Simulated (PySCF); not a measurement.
C6MoO6, SMILES [C-](#[O+])->[Mo](<-[C-]#[O+])(<-[C-]#[O+])(<-[C-]#[O+])(<-[C-]#[O+])<-[C-]#[O+], multiplicity 1.

Geometry: PBE0-D3(BJ)/def2-SVP. The spin state was assumed, not searched. The isomer is the one that the SMILES or the coordinates give; other isomers of the formula were not compared. The def2 effective core potentials stand for the cores of Mo; spin–orbit coupling is left out.

Method: PySCF with B3LYP/def2-SVP.

The molecule is in vacuum.

**Question.** Estimate the frontier levels, gap, dipole moment and polarisability. (An estimate is asked for; the answer gives what the named calculation found.)

**Answer.** 
- highest occupied level: -6.94 eV
- lowest empty level: -1.91 eV
- orbital gap: 5.03 eV
- dipole moment: 0.00 D
- quadrupole, principal values (traceless, Buckingham form, about the centre of nuclear charge): 0.00, 0.00, 0.00 D·Å
- mean static polarisability: 124.5 bohr³ (18.45 Å³)
- polarisability, principal values: 124.5, 124.5, 124.5 bohr³
